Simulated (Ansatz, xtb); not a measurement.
# FGeH3Sb+: 4 structures ranked

4 gas-phase structures of FGeH3Sb+, found in a search over its isomers (lower ones may exist). Each was relaxed with GFN2-xTB:

A. `[F][Ge][SbH3+]`, a singlet
B. `[F][SbH2+][GeH]`, a singlet
C. a singlet given by its coordinates
D. a singlet given by its coordinates

D (Å):

```xyz
6

F     1.1898    1.7969   -0.5035
Ge    0.4691    0.8772   -1.7926
Sb   -0.3662   -1.3739    0.4211
H     0.9459   -1.0560   -0.8238
H     0.3997   -0.2502    1.4270
H    -1.1088    0.0417   -0.4837
```

Close contacts (Å): F1–Ge2 1.74, Ge2–Sb3 3.27, Sb3–H4 1.84, Sb3–H5 1.69, Sb3–H6 1.84.

C (Å):

```xyz
6

F    -0.2146   -0.0708    0.6253
Ge   -2.1081   -0.6271    0.9748
Sb    1.9484    0.7434    0.1300
H     1.2257    2.2222    0.5394
H    -2.5063    0.6131    0.0095
H     1.2894    0.8879   -1.4259
```

Close contacts (Å): F1–Ge2 2.00, F1–Sb3 2.36, Ge2–H5 1.62, Sb3–H4 1.70, Sb3–H6 1.70.

Question: Which do you expect lowest at r2SCAN-D4/def2-SVP, and how would the others follow?

Answer: Calculated order at r2SCAN-D4/def2-SVP: A (0.0), D (2.7), C (19.5), B (35.3) kcal/mol.

Energies above the lowest of each column, in kcal/mol; the last columns are at B3LYP-D3(BJ)/def2-SVP geometries and were run for some of them only (a dash: not run or not comparable):

```tsv
structure	GFN2-xTB	HF/STO-3G	r2SCAN-D4/def2-SVP	B3LYP-D3(BJ)/def2-SVP	CCSD(T)/def2-TZVP
A	2.0	0.0	0.0	0.0	0.0
D	1.0	48.2	2.7	2.4	4.8
C	0.0	50.1	19.5	–	–
B	27.0	44.0	35.3	–	–
```

CCSD(T)/def2-TZVP puts A lowest of those it was run on; GFN2-xTB picks C. Some further structures that were screened fall inside this span and aren't listed. Flexible structures stand in one conformer each, not always the lowest. Frequencies (B3LYP-D3(BJ)/def2-SVP) were run for A, D alone. Atoms past krypton carry core potentials in the def2 sets, without spin–orbit terms.

Over these structures GFN2-xTB departs from r2SCAN-D4/def2-SVP by 7.0 kcal/mol on average once a common shift is removed. A GFN2-xTB relaxation took about 0.22 s and the r2SCAN-D4/def2-SVP energy about 4.2 s on a shared host (Ansatz 0.2.0, xtb 6.7.1).
